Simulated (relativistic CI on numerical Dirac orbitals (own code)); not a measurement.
What each ingredient does to the levels of Pm³¹⁺

Base calculation: Dirac-Coulomb-Breit CI, KLI orbitals optimised for each configuration, QED by a radiative potential, unscaled Slater integrals.

Configuration list (outside the closed core [Ar] 3d10): 4s2, 4s 4p, 4p2, 4s 4d, 4d2, 4s 4f, 4p 4d, 4f2, 4p 4f, 4d 4f, 4s 5s, 4s 5p, 4s 5d, 4s 5f, 4s 5g, 4s 6s. Levels of other configurations are missing.

Variants: (1) P86 correlation estimate; (2) configuration mixing switched off; (3) non-relativistic limit. Shifts of the energy above 4s2 1S_0, in cm⁻¹, for the lowest level and the first level of each name with at least 55 % of one term (blank where a level changes its place among those of its configuration and J or its character, or is not in the variant):

```csv
Level,Base,Δ(1),Δ(2),Δ(3)
4s2 1S_0,0,0,0,0
4s 4p 3P°_0,475572,+604,-13600,-39716
4s 4p 3P°_1,511890,+605,-11231,-76035
4s 4p 3P°_2,760150,+604,-13342,-324294
4s 4p 1P°_1,875789,+612,-338,-295277
4p2 3P_0,1102536,+1185,-14401,-123451
4p2 3P_1,1351118,+1189,-12734,-372033
4p2 1D_2,1357685,+1194,+9416,
4p2 3P_2,1621551,+1204,+18122,
4s 4d 3D_1,1682429,+1288,-13057,-347085
4s 4d 3D_2,1701688,+1284,-17766,-366345
4p2 1S_0,1714184,+1189,-10394,-620305
4s 4d 3D_3,1740336,+1288,-12803,-404993
4s 4d 1D_2,1836381,+1268,-49537,-407739
4p 4d 3F°_2,2184407,+1825,-12393,-396982
4p 4d 3D°_1,2288668,+1833,-15035,
4p 4d 3F°_3,2289644,+1798,-7666,-502219
4p 4d 3F°_4,2517225,+1721,-6112,-729799
4p 4d 3P°_0,2534748,+1836,-13939,-677664
4p 4d 3P°_1,2541271,+1836,-13608,
4p 4d 1P°_1,2671257,+1823,-15845,-702110
4s 4f 3F°_2,2713361,-823,-19941,-401466
```

At this charge energies of transitions that change n are usually good to better than 1 %, and those within a shell (Δn = 0) to a few per cent.

Ionisation energy from the two ground configurations alone: base 1261.01 eV; P86 correlation estimate 1261.85 eV. The NIST ASD value (theoretical) is 1261 eV.

LS names give the leading component of a level, which can be under half, so a name can repeat, a term be missing and a line seem to break the LS rules.
